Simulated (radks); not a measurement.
Spherical quantum dot in the effective-mass picture: electrons in a parabolic well V = omega^2 r^2 / 2 with omega = 2.16, all in effective atomic units (hartree* = m*/eps^2 hartree, bohr* = eps/m* bohr), one dielectric constant everywhere. Calculated with a radial shooting solver with Libxc functionals: non-relativistic Kohn-Sham, LDA (Slater exchange, Perdew-Wang correlation), spin-polarised, spherical densities. Levels are named by radial order and angular momentum (1s, 1p, 1d, 2s, ...), and open shells are averaged over m. Each electron was tried in the lowest free levels, single moves between levels near the top were tried too, and the lowest total energy was kept; such a search can miss a lower state. At N = 1 the Hartree and exchange-correlation terms need not cancel, so that row can carry a self-interaction error.

\begin{tabular}{lrrrrr}
N & open shells & 2S & mu = E(N) - E(N-1) (hartree*) & addition energy mu(N+1) - mu(N) (hartree*) & e(HOMO) (hartree*) \\ \hline
1 & 1s(up 1, down 0) & 1 & 3.2955 & 1.077 & 3.7083 \\
2 & none & 0 & 4.3727 & 2.714 & 4.7817 \\
3 & 1p(up 1, down 0) & 1 & 7.0866 & 0.7091 & 7.4373 \\
4 & 1p(up 2, down 0) & 2 & 7.7957 & 0.7196 & 8.1553 \\
5 & 1p(up 3, down 0) & 3 & 8.5153 & 0.9130 & 8.8747 \\
6 & 1p(up 3, down 1) & 2 & 9.4283 & 0.6653 & 9.7584 \\
7 & 1p(up 3, down 2) & 1 & 10.094 & 0.6727 & 10.430 \\
8 & none & 0 & 10.766 & 2.294 & 11.102 \\
9 & 1d(up 1, down 0) & 1 & 13.061 & 0.5872 & 13.354 \\
10 & 1d(up 2, down 0) & 2 & 13.648 & 0.5863 & 13.941 \\
11 & 1d(up 3, down 0) & 3 & 14.234 & 0.5836 & 14.526 \\
12 & 1d(up 4, down 0) & 4 & 14.818 & 0.5799 & 15.108 \\
13 & 1d(up 5, down 0) & 5 & 15.398 & 0.7333 & 15.686 \\
14 & 1d(up 5, down 1) & 4 & 16.131 & 0.5528 & 16.407 \\
15 & 1d(up 5, down 2) & 3 & 16.684 & 0.5521 & 16.960 \\
16 & 1d(up 5, down 3) & 2 & 17.236 & 0.5500 & 17.511 \\
17 & 1d(up 5, down 4) & 1 & 17.786 & 0.5471 & 18.060 \\
18 & none & 0 & 18.333 & 0.7183 & 18.605 \\
19 & 2s(up 1, down 0) & 1 & 19.051 & 0.6150 & 19.331 \\
20 & none & 0 & 19.666 & 1.701 & 19.943 \\
21 & 1f(up 1, down 0) & 1 & 21.367 & 0.4937 & 21.614 \\
22 & 1f(up 2, down 0) & 2 & 21.861 & 0.4917 & 22.107 \\
23 & 1f(up 3, down 0) & 3 & 22.352 & 0.4895 & 22.597 \\
24 & 1f(up 4, down 0) & 4 & 22.842 & 0.4872 & 23.086 \\
25 & 1f(up 5, down 0) & 5 & 23.329 & 0.4847 & 23.572 \\
26 & 1f(up 6, down 0) & 6 & 23.814 & 0.4822 & 24.055 \\
27 & 1f(up 7, down 0) & 7 & 24.296 & 0.6032 & 24.536 \\
28 & 1f(up 7, down 1) & 6 & 24.899 & 0.4691 & 25.134 \\
29 & 1f(up 7, down 2) & 5 & 25.368 & 0.4675 & 25.602 \\
30 & 1f(up 7, down 3) & 4 & 25.836 & 0.4658 & 26.069 \\
31 & 1f(up 7, down 4) & 3 & 26.301 & 0.4639 & 26.534 \\
32 & 1f(up 7, down 5) & 2 & 26.765 & 0.4619 & 26.997 \\
33 & 1f(up 7, down 6) & 1 & 27.227 & 0.4598 & 27.457 \\
34 & none & 0 & 27.687 & 0.7138 & 27.916 \\
35 & 2p(up 1, down 0) & 1 & 28.401 & 0.4645 & 28.633 \\
36 & 2p(up 2, down 0) & 2 & 28.865 & 0.4633 & 29.097 \\
37 & 2p(up 3, down 0) & 3 & 29.328 & - & 29.560 \\
\end{tabular}

All shells are closed at N = 2, 8, 18, 20, 34 (there: 1s2 1p6 1d10 2s2 1f14); the second difference of the energy has clear peaks (12 % above both neighbours; the first and last values, which can be the largest, are not judged, and half-filled shells can peak too) at N = 2, 5, 8, 13, 18, 20, 27, 34.
